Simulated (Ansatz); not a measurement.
Mulliken charges of `[OH][Al]([Br])[Br]` from PBE/def2-TZVPP in Ansatz (PBE0-D4/def2-TZVP geometry).

```tsv
atom	x (Å)	y (Å)	z (Å)	charge (e)
O1	-0.127	1.347	-0.094	-0.334
Al2	-0.118	-0.332	-0.093	0.523
Br3	1.396	-1.484	1.088	-0.195
Br4	-1.655	-1.400	-1.301	-0.179
H5	0.503	1.869	0.401	0.185
```

**Question.** By hand: the dipole of these point charges (1 e Å = 4.8032 D).

**Answer.** Σ q r = (0.098, 0.262, 0.078) e Å, of length 0.290 e Å = 1.39 D.

**Question.** How does the dipole of the full density compare? (Estimate.)

**Answer.** Ansatz gave: (0.174, 0.205, 0.137) e Å, 1.45 D; the point charges give 0.96 times that, at 22° from its direction.

Point charges leave out the atoms' own dipoles, such as those of lone pairs, and Mulliken's split depends on the basis, so the two needn't agree.
